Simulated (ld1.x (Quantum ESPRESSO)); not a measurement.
# What the settings do to the PAW potential of Fe (Z = 26)

Base potential:

ld1.x (Quantum ESPRESSO) 7.5 input, shortened:

```
&input
   title='Fe', zed=26., rel=1, dft='PBESOL', iswitch=3,
   config='[Ar] 3d6 4s0 4p0'
 /
 &inputp
   pseudotype=3, lpaw=.true., tm=.true., lloc=-1, rcloc=1.20,
   nlcc=.false.,
   which_augfun='PSQ', rmatch_augfun_nc=.true.
 /
6
3S  1  0   2.00   0.00  1.05  1.25  0.0
4S  2  0   0.00   0.00  1.05  1.25  0.0
3P  2  1   6.00   0.00  1.15  1.55  0.0
4P  3  1   0.00   0.00  1.15  1.55  0.0
3D  3  2   6.00   0.00  1.60  2.10  0.0
3D  3  2   0.00   1.25  1.60  2.10  0.0
 &test
   configts(1)='3s2 3p6 3d6 4s0 4p0'
 /
```

Cutoffs, loose and tight: the cutoffs (Ry, on a coarse ladder) from which the occupation-weighted sum of valence levels, in a spherical-Bessel basis at the reference potential, stays within 10 and 1 mRy of its value at 400 Ry. They do not see the model core or the augmentation charge, which bear on the density cutoff. Test errors are all-electron minus pseudo excitation energies from the reference, over the configurations 3s2 3p6 3d6 4s2 4p0; 3s2 3p6 3d6 4s1 4p0; 3s2 3p6 3d5 4s0 4p0; 3s2 3p6 3d6 4s0 4p2; 3s2 3p6 3d5 4s2 4p1; 3s2 3p5 3d6 4s2 4p0; 3s2 3p6 3d6.5 4s1.5 4p0. A dash means not determined; rows that change the core or the reference have their own tests. The largest error is taken over the tests solved by every variant that gives reliable tests at all: 3s2 3p5 3d6 4s2 4p0; 3s2 3p6 3d5 4s0 4p0; 3s2 3p6 3d5 4s2 4p1; 3s2 3p6 3d6 4s0 4p2; 3s2 3p6 3d6 4s1 4p0.

Cutoffs are not given where the Bessel-basis levels miss the radial ones by over 6 mRy, ghosts where they miss by over 20 mRy; a channel whose overlap is not positive is not tested.

A file whose overlap is not positive is unfit for use, and its test errors describe a broken file.

| change | outcome | bound ghosts | largest test error (meV) |
| --- | --- | --- | --- |
| base | generated, overlap not positive | not determined (overlap not positive) | -468 |
| waves 3d (bound): rcut 1.38, rcutus 1.46 bohr; 3d channel at 1.25 Ry: rcut 1.38, rcutus 1.46 bohr | generated, overlap not positive | not determined (overlap not positive) | -401 |
| waves 3d (bound): rcut 1.54, rcutus 1.64 bohr; 3d channel at 1.25 Ry: rcut 1.54, rcutus 1.64 bohr | generated, overlap not positive | not determined (overlap not positive) | -265 |
| waves 3d (bound): rcut 1.60, rcutus 2.00 bohr; 3d channel at 1.25 Ry: rcut 1.60, rcutus 2.00 bohr | generated, overlap not positive | not determined (overlap not positive) | -462 |
| waves 3d (bound): rcut 1.60, rcutus 2.20 bohr; 3d channel at 1.25 Ry: rcut 1.60, rcutus 2.20 bohr | generated, overlap not positive | not determined (overlap not positive) | -472 |
| waves 3d (bound): rcut 1.60, rcutus 2.56 bohr; 3d channel at 1.25 Ry: rcut 1.60, rcutus 2.56 bohr | generated, overlap not positive | not determined (overlap not positive) | -507 |
| waves 3d (bound): rcut 1.60, rcutus 2.86 bohr; 3d channel at 1.25 Ry: rcut 1.60, rcutus 2.86 bohr | generated, overlap not positive | not determined (overlap not positive) | -528 |
| waves 3d (bound): rcut 1.60, rcutus 3.10 bohr; 3d channel at 1.25 Ry: rcut 1.60, rcutus 3.10 bohr | generated, overlap not positive | not determined (overlap not positive) | test run stopped at test 1 of 7 (negative rho) |
